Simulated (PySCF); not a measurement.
W(O)2(F)(OMe) (CH3FO3W), SMILES [O]=[W]([F])(=[O])[O]C, multiplicity 1. Coordinates come from a B3LYP-D3(BJ)/def2-SVP optimisation. The spin state was assumed, not searched. The structure was generated by enumeration; whether it is a known compound was not checked. The def2 effective core potentials stand for the cores of W; spin–orbit coupling is left out. Other conformers were not sampled.

Task: Give the equilibrium geometry at B3LYP-D3(BJ)/def2-SVP (PySCF confirms it by a frequency run) as bond lengths and angles, and its point group. (An estimate is asked for; the answer gives what the named calculation found.)

Result: This is not unique; one that fits is point group Cs.
Atoms: W1 O2 O3 F4 O5 C6 H7 H8 H9. Bond lengths (Å): W1–O2 1.713, W1–O3 1.713, W1–F4 1.879, W1–O5 1.859, O5–C6 1.412, C6–H7 1.100, C6–H8 1.102, C6–H9 1.102. Bond angles (°): O2–W1–O3 106.2, O2–W1–F4 110.5, O2–W1–O5 108.5, O3–W1–F4 110.5, O3–W1–O5 108.5, F4–W1–O5 112.4, W1–O5–C6 146.3, O5–C6–H7 108.5, O5–C6–H8 110.2, O5–C6–H9 110.2, H7–C6–H8 109.3, H7–C6–H9 109.3, H8–C6–H9 109.5.
